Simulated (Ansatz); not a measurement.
Reactions of CBrCl$_{2}$F, SMILES `FC(Cl)(Cl)Br`.

Gas-phase electronic energies from Ansatz, PBE0-D4/def2-TZVP geometries. CCSD(T)/CBS is the MP2 limit (def2-TZVPP, def2-QZVPP) plus CCSD(T) − MP2 in def2-TZVPP, frozen cores. This one scheme is used for every species, atoms too. Open shells (•) are unrestricted, without spin–orbit coupling. Spin–orbit coupling would lower the free atoms: a little for C, Cl, F; clearly for Br. def2 core potentials past Kr. Bonds to Br, I are less sure, by a few kJ/mol each and by 10 to 20 or more in all where they break to atoms, as the def2 sets lack core-valence functions. Scalar relativity is left out up to krypton.

(1) Order these by ΔE at CCSD(T)/CBS, lowest first. (An estimate is asked.)
A. `FC(Cl)(Cl)Br` → `Cl[C](Cl)Br`• + F•
B. `FC(Cl)(Cl)Br` → Br• + `F[C](Cl)Cl`•
C. `FC(Cl)(Cl)Br` + HCl → `FC(Cl)(Cl)Cl` + HBr
D. `FC(Cl)(Cl)Br` + HI → `FC(Cl)(Br)I` + HCl
E. `FC(Cl)(Cl)Br` → `Cl[C]Cl` + `FBr`
F. `FC(Cl)(Cl)Br` → Br• + C• + 2 Cl• + F•
G. `FC(Cl)(Cl)Br` + H₂ → `FC(Cl)Cl` + HBr

Largest T1 diagnostic: 0.020, for `Cl[C]Cl`.

Results:

(1) G (-24.6 kcal/mol), D (-3.0 kcal/mol), C (+0.6 kcal/mol), B (+66.1 kcal/mol), E (+100.2 kcal/mol), A (+107.0 kcal/mol), F (+339.8 kcal/mol).
